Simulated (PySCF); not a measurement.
# Ag: excitation energy

Ag [Kr] 4d10 5s1 (2S) → Ag [Kr] 4d9 5s2 (2D), as a difference of total energies. All numbers are calculated (PySCF 2.14, the spin-free X2C one-electron Hamiltonian (Gaussian nucleus), in x2c-TZVPPall with one added diffuse shell each of s, p, d, f type (9s7p7d3f1g, 95 functions)). Correlated levels: valence: [Kr] frozen. The calculations carry no spin-orbit coupling.

```csv
method,excitation energy (cm⁻¹),error (cm⁻¹)
UHF,29797,-2234
MP2 (valence),34735,+2704
SCS-MP2 (valence),33084,+1053
CCSD (valence),32220,+189
CCSD(T) (valence),32389,+358
```

Reference: 32031 cm⁻¹ (measured; NIST levels, between the centres of gravity of the two terms).

Errors of the correlated levels include the incompleteness of this basis and the frozen core.
